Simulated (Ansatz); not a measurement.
Ideal-gas functions of Cl3H3SiSn (`[SiH3][Sn]([Cl])([Cl])[Cl]`) at 400 K and 1 bar, from an Ansatz frequency run at PBE0-D4/def2-TZVP.

Molar mass 256.18 g/mol, point group C3v (symmetry number 3), electronic degeneracy 1, moments of inertia 490.76, 542.558, 542.584 u Å². Harmonic wavenumbers (cm⁻¹, unscaled): 65, 67, 67, 110, 110, 125, 297, 377, 380, 380, 492, 492, 829, 928, 928, 2244, 2271, 2271.

Use S(trans) = R[1.5 ln M + 2.5 ln T − 1.1517]; rotational temperatures θ = 24.2544 K / I; S(rot) = R[ln(√π/σ · √(T³/θAθBθC)) + 1.5]; for each mode x = 1.438777 ν̃/T, S = R[x/(eˣ − 1) − ln(1 − e⁻ˣ)] and H = RT x/(eˣ − 1); 1 cm⁻¹ = 0.0119627 kJ/mol; R = 8.31446 J/(mol·K).

Question: By hand: the entropy, in J/(mol·K).

Answer: Translation 184.1. Rotation: θ = 0.0494, 0.0447, 0.0447 K, giving 121.2. Vibration, mode by mode: 20.42, 20.17, 20.17, 16.08, 16.08, 15.03, 8.15, 6.39, 6.33, 6.33, 4.58, 4.58, 1.76, 1.32, 1.32, 0.02, 0.02, 0.02, in all 148.8. Electronic 0.0. Sum 454.1 J/(mol·K).

Question: By hand: H − E and G − E in kJ/mol, counted from the electronic energy.

Answer: Zero-point energy ½ × 12433 × 0.0119627 = 74.4; thermal vibration 27.2; translation, rotation and pV give 4 RT = 13.3. H − E = 114.9 kJ/mol, and G − E = 114.9 − 400 × 454.1/1000 = -66.7 kJ/mol.

Vibration gives 33 % of the entropy, 107.9 J/(mol·K) of it from the modes under 150 cm⁻¹: soft modes count most, and the harmonic formula is weakest for them.
